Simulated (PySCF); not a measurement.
These are PySCF with B3LYP-D3(BJ)/def2-TZVP // r2SCAN-D4/def2-SVP values and carry that method's errors. Isolated molecules, 0 K electronic values unless said otherwise. One relaxed conformer stands for a flexible species; it need not be the lowest. B3LYP has the VWN-RPA correlation part, as in Gaussian. 

Reference species: [Nb(F)4(NH2)] (neutral, multiplicity 1).

```yaml
LUMO: -3.43 eV
HOMO–LUMO gap: 5.35 eV
```

Changed species: [Nb(F)5] (0 of 5 F replaced by NH2; the reference has 1 of 5 F replaced by NH2).

Task: Give the shifts of the LUMO and HOMO–LUMO gap.

Result: the LUMO drops by 0.37 eV, to -3.80 eV; the HOMO–LUMO gap rises by 2.85 eV, to 8.20 eV.
